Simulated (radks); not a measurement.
Excited configurations of Al I: one electron is placed in a higher orbital outside [Ne] 3s2. The ground configuration is [Ne] 3s2 3p1. Method: scalar-relativistic Kohn-Sham, PBE, spin-unpolarised, spherical densities, finite nucleus; Fermi nuclear charge, rms radius 3.061 fm; computed with a radial shooting solver on a logarithmic mesh with Libxc functionals. Excitation = E - E(ground); binding = E(ion) - E, where the ion is the core of charge +1; n* = 1/sqrt(2 binding) in atomic units, and the quantum defect is n - n*.

outer orbital  excitation (eV)  binding (eV)     n*  quantum defect  eigenvalue (eV)  <r> (bohr)
3d                       3.974         1.787  2.759           0.241           -0.673       8.642
4s                       2.924         2.837  2.190           1.810           -1.632       7.555
6s                       4.875         0.887  3.917           2.083           -0.569       25.05
6f                       5.306         0.455  5.470           0.530           -0.286       44.02
7p                       5.249         0.512  5.154           1.846           -0.340       43.48

The Delta-SCF ionisation energy is 5.761 eV (NIST Atomic Spectra Database: 5.986 eV, measured). Self-interaction in the functional shifts the binding energies and quantum defects, so they are the method's values and not measured ones. Spin polarisation and multiplet splitting are left out, so open shells lie too high by an amount that depends on their filling.

Beside tabulated values, note that spin-unpolarised runs miss the spin-polarisation part of the exchange energy of open shells.
